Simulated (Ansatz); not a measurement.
```yaml
crystal:
  periodic: [false, false, false]
  atoms:
    - {symbol: Mo, position_ang: [0.802170, 0.993452, -1.497389]}
    - {symbol: Mo, position_ang: [-0.155646, -0.761303, 1.489716]}
    - {symbol: Mo, position_ang: [1.711080, 1.252737, 0.575480]}
    - {symbol: Mo, position_ang: [-0.503376, 1.682250, 0.889893]}
    - {symbol: Mo, position_ang: [0.915832, -1.328047, -0.470972]}
    - {symbol: Mo, position_ang: [-1.346950, -2.088647, -0.135604]}
    - {symbol: Mo, position_ang: [-1.423099, 0.249558, -0.851124]}
basis:
  gaussian: {orbitals: def2-TZVP, initial_orbitals: start.molden}
total_charge: 1
magnetization: {spin_polarized: true, initial_magnetization: 1}
hamiltonian: {xc: {name: CAM-B3LYP}, dispersion: d4}
scf: {omitted_lower_state_checks: [starts]}
output: {orbitals: {seedname: orbitals}}
```

The file start.molden holds the orbitals of an earlier run on this structure, at another level or in another basis.

```sh
$ ansatz run in.yaml --threads 4 --pin off --events-out ev --progress --plain --max-ram 4787MiB
```

Question: Does this run fit into the memory that it is given?

Answer: No. It has 280 basis functions, and Ansatz plans for 5.38 GiB where 4.67 GiB are given.
